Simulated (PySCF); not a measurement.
# As²⁺ (arsenic, charge +2) across methods

[Ar] 3d10 4s2 4p1, 2P determinant. All numbers are calculated (PySCF 2.14, scalar relativity through the core potential, in aug-cc-pwCVTZ-PP with ECP10MDF (8s7p6d4f1g, 96 functions)). The B2PLYP total includes its PT2 part (frozen core); its orbital energies are those of the SCF part.

| method | E (hartree) | mean ε 4s α (eV) | mean ε 4s β (eV) | mean ε 4p α (eV) | Σ⟨r²⟩ (bohr²) | ⟨S²⟩ |
| --- | --- | --- | --- | --- | --- | --- |
| LDA | -330.8720 | -34.090 | -33.218 | -23.142 | 21.84 | 0.751 |
| r2SCAN | -331.2503 | -34.251 | -33.091 | -23.640 | 21.79 | 0.754 |
| B2PLYP | -331.0011 | -36.692 | -34.946 | -25.640 | 21.96 | 0.754 |
| PBE | -331.3913 | -33.735 | -32.755 | -23.130 | 21.89 | 0.752 |
| UHF | -330.20386 | -38.965 | -36.200 | -27.828 | 22.09 | 0.759 |
| PBE0 | -331.3492 | -35.263 | -33.895 | -24.474 | 21.88 | 0.753 |
| PBEsol | -331.0529 | -33.792 | -32.786 | -23.104 | 21.86 | 0.752 |
| wB97X-V | -331.3596 | -37.821 | -36.483 | -26.765 | 21.92 | 0.752 |

Task: Estimate the same row for M06-L.

Result: E (hartree) = -331.4314; mean ε 4s α (eV) = -33.902; mean ε 4s β (eV) = -32.751; mean ε 4p α (eV) = -23.225; Σ⟨r²⟩ (bohr²) = 21.76; ⟨S²⟩ = 0.752.

Energies and moments cover only the electrons outside the core potential.
